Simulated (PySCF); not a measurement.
**Computed structure and properties of Sm(CH3)2**

System: Sm(CH3)2 (singlet in the valence; each metal's 4f electrons, 6 of them, lie in its core potential, out of spins and levels); start: template (C2v). Method: PySCF 2.14.0, RKS PBE0, Sm lcecp-0-SVP with ECP52, C def2-SVP, H def2-SVP; non-relativistic Hamiltonian with scalar-relativistic core potentials where named; density fitting; no spin-orbit coupling.

Input of the relaxation:

```python
mol = gto.M(atom='''
Sm     0.00000    -0.00000    -0.18290
C      2.40840    -0.00000     0.89490
H      3.15980    -0.00000     0.10530
H      2.53010     0.89000     1.51240
H      2.53010    -0.89000     1.51240
C     -2.40840     0.00000     0.89490
H     -3.15980     0.00000     0.10530
H     -2.53010    -0.89000     1.51240
H     -2.53010     0.89000     1.51240''',
    basis={'Sm': 'lcecp-0-SVP', 'C': 'def2-SVP', 'H': 'def2-SVP'},
    ecp={'Sm': 'lcecp-0-SVP'},
    charge=0, spin=0)
mf = dft.RKS(mol, xc='PBE0')
mf.grids.atom_grid = (50, 194)  # f atoms: unpruned, at least (60, 302)
mf = mf.density_fit()  # fitting sets: Sm AutoAux, C def2-universal-JKFIT, H def2-universal-JKFIT
mf.conv_tol = 1e-08; mf.max_cycle = 55
mf.kernel(dm0)  # dm0: converged density of the start geometry
# quasi-Newton relaxation in Cartesian coordinates to a largest gradient under 0.00045 Eh/bohr, steps kept in the point group
```

Run from Python with OMP_NUM_THREADS=2; the lines above give its settings. Where DIIS fails, smearing, a level shift and second-order steps follow.
It took 38 s on 2 threads of Arm Neoverse V2, with other jobs on the host, from the converged density of the start.

Course of the relaxation:

```tsv
step	energy above end (eV)	largest force component within the symmetry (eV/Å)
0	0.1880	1.313
1	0.1046	0.596
2	0.0636	0.183
3	0.0547	0.131
4	0.0333	0.093
5	0.0255	0.151
6	0.0180	0.175
7	0.0127	0.112
8	0.0091	0.132
9	0.0058	0.110
10	0.0030	0.097
11	0.0007	0.063
12	0.0000	0.019
13	0.0000	0.020
```

Relaxed geometry (C2v):

```xyz
9

Sm    0.0000    0.0000   -0.6519
C     2.0625    0.0000    0.8515
H     3.0558    0.0000    0.3585
H     2.0537    0.8815    1.5247
H     2.0537   -0.8815    1.5247
C    -2.0625    0.0000    0.8515
H    -3.0558    0.0000    0.3585
H    -2.0537   -0.8815    1.5247
H    -2.0537    0.8815    1.5247
```

| contact | Å |
| --- | --- |
| Sm1–C2 (CH3) | 2.552 |
| Sm1–C6 (CH3) | 2.552 |

On the finer grid (75, 302):

The HOMO is not given (4f levels lie in the core), the LUMO is not given (4f levels lie in the core) and the dipole about the centre of mass is 6.24 D. The set of Mulliken populations of Sm1 outside the core potential is s 2.42, p 6.11, d 0.67, f 0.01. The D3(BJ) dispersion energy (not in the energies) is -0.121 eV.

| atom | Mulliken (e) | Löwdin (e) | spin (e) |
| --- | --- | --- | --- |
| Sm1 | 0.79 | 0.76 | 0.00 |
| C2 | -0.53 | -0.47 | 0.00 |
| H3 | 0.04 | 0.02 | 0.00 |
| H4 | 0.05 | 0.03 | 0.00 |
| H5 | 0.05 | 0.03 | 0.00 |
| C6 | -0.53 | -0.47 | 0.00 |
| H7 | 0.04 | 0.02 | 0.00 |
| H8 | 0.05 | 0.03 | 0.00 |
| H9 | 0.05 | 0.03 | 0.00 |

The 4f levels lie in the core potential and are missing. Their spin isn't counted.

On the grid (50, 194), as all that follows. Harmonic modes: a minimum within the noise of the softest modes; lowest 34 cm⁻¹ (negative: unstable), highest 3076 cm⁻¹, zero-point energy 1.760 eV.

Taking off one CH3 (charge -1, singlet; the rest: singlet) in vacuum, both parts rigid, costs 8.01 eV; the small basis without counterpoise inflates it. Most of it is the attraction of opposite charges; other ways to part are cheaper, and one spin state was tried for the rest.

Rigid scan of CH3 along the line from its metal:

(distance to C2 (Å), energy (eV)): (2.25, 0.396), (2.35, 0.157), (2.45, 0.035), (2.55, 0.000), (2.65, 0.027), (2.75, 0.099), (2.95, 0.326), (3.25, 0.760), (3.65, 1.346), (4.15, 1.973)

One start shape was tried, so this needn't be the lowest isomer.

An lcecp potential fixes the number of 4f electrons, so in runs with it no electron can move into or out of that shell.
